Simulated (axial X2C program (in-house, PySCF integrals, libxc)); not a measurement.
Which molecule gave these maps?

PBE0 fields computed with an axial X2C code built on PySCF integrals, with spin–orbit coupling, near the equilibrium distance, one atom at z = 0.

The maps cover the half plane through the axis: z from -2.4 to 4.8 Å along the bond, ρ from 0.15 to 2.25 Å away from it.

log10 of the density in e/bohr³:

```
 ρ\z  -2.4  -1.8  -1.2  -0.6   0.0   0.6   1.2   1.8   2.4   3.0   3.6   4.2   4.8
0.15  -3.2  -2.2  -1.3  -0.2   1.8  -0.2  -1.1  -0.9   0.7   0.7  -0.9  -1.8  -2.7
0.45  -3.3  -2.3  -1.4  -0.6   0.4  -0.6  -1.2  -1.1   0.1   0.1  -1.1  -1.9  -2.8
0.75  -3.4  -2.4  -1.6  -0.9  -0.6  -0.9  -1.4  -1.3  -0.7  -0.7  -1.3  -2.1  -2.9
1.05  -3.5  -2.6  -1.8  -1.3  -1.0  -1.3  -1.6  -1.6  -1.2  -1.2  -1.6  -2.2  -3.0
1.35  -3.7  -2.9  -2.1  -1.6  -1.4  -1.6  -1.9  -1.9  -1.6  -1.6  -1.9  -2.5  -3.2
1.65  -3.9  -3.1  -2.5  -2.0  -1.9  -2.0  -2.3  -2.2  -2.0  -2.0  -2.2  -2.7  -3.4
1.95  -4.1  -3.4  -2.8  -2.4  -2.3  -2.4  -2.6  -2.6  -2.4  -2.3  -2.6  -3.0  -3.7
2.25  -4.4  -3.7  -3.2  -2.9  -2.7  -2.8  -3.0  -2.9  -2.7  -2.7  -2.9  -3.4  -3.9
```

Electron localisation function (collinear form, no current term, damped to 0 at low density):

```
 ρ\z  -2.4  -1.8  -1.2  -0.6   0.0   0.6   1.2   1.8   2.4   3.0   3.6   4.2   4.8
0.15  0.04  0.37  0.67  0.42  0.77  0.41  0.68  0.19  0.49  0.46  0.29  0.57  0.17
0.45  0.04  0.36  0.70  0.26  0.75  0.23  0.67  0.22  0.70  0.69  0.34  0.59  0.17
0.75  0.03  0.33  0.72  0.52  0.26  0.44  0.61  0.33  0.28  0.28  0.54  0.60  0.16
1.05  0.02  0.28  0.70  0.80  0.68  0.72  0.49  0.42  0.44  0.51  0.75  0.60  0.15
1.35  0.01  0.20  0.62  0.82  0.83  0.72  0.33  0.40  0.73  0.82  0.82  0.57  0.11
1.65  0.00  0.11  0.49  0.74  0.77  0.60  0.18  0.31  0.76  0.86  0.80  0.49  0.07
1.95  0.00  0.04  0.30  0.57  0.62  0.39  0.08  0.20  0.66  0.80  0.70  0.34  0.03
2.25  0.00  0.01  0.12  0.33  0.38  0.17  0.03  0.11  0.47  0.63  0.50  0.15  0.01
```

Axial spin density in 10⁻³ e/bohr³:

```
 ρ\z  -2.4  -1.8  -1.2  -0.6  0.0   0.6   1.2  1.8   2.4   3.0   3.6   4.2   4.8
0.15   0.0  -0.3  -1.9  -0.8  8.7  -0.9  -1.4  1.4   4.5   0.4  -1.4  -0.8  -0.1
0.45   0.0  -0.2  -0.9   0.1  0.2  -1.4  -0.9  5.0  -2.5  -2.4   3.3   0.2   0.0
0.75   0.0  -0.1   0.0   2.7  4.1  -0.8  -0.3  7.9  16.8  16.5   8.0   1.2   0.1
1.05   0.0   0.0   0.4   2.8  4.0  -0.3   0.1  7.3  21.2  21.8   8.4   1.6   0.2
1.35   0.0   0.1   0.4   1.6  1.8  -0.2   0.2  4.9  13.6  14.3   6.0   1.4   0.2
1.65   0.0   0.0   0.2   0.7  0.7  -0.1   0.2  2.7   6.9   7.3   3.5   0.9   0.2
1.95   0.0   0.0   0.1   0.3  0.2  -0.1   0.1  1.3   3.1   3.4   1.8   0.6   0.1
2.25   0.0   0.0   0.1   0.1  0.1   0.0   0.1  0.6   1.3   1.5   0.8   0.3   0.1
```

Problem. Which molecule is it?
A. BeSn
B. ReB
C. SbI
D. WF

Solution. C. SbI, with I at z = 0 and Sb at z = 2.702 Å, state Ω = 1 (⟨Sz⟩ = 1.00, ⟨Lz⟩ = 0.00 at PBE0), basis I dyall-cv3z [11s12p8d4f1g], Sb dyall-cv3z [11s12p8d4f1g] (cores contracted in-house). One determinant describes the state; a PBE0 search over occupations chose it and may have missed a lower one. Density functionals use the spin component along the axis (collinear). PBE0 can misorder states that lie within some tenths of an eV, so this need not be the ground state of the molecule. The nearest other 2c determinant of the search, Ω = 0, lies 0.32 eV up at the distance of the search. With several unpaired electrons one determinant need not be a pure state. Open-shell Ω = 0 determinants with evenly filled partner blocks cannot be reached by this program, so the Ω shown need not be the lowest component. This is the Ω = 1 component of a π² triplet; the 0⁺ component is not one determinant and can lie lowest.
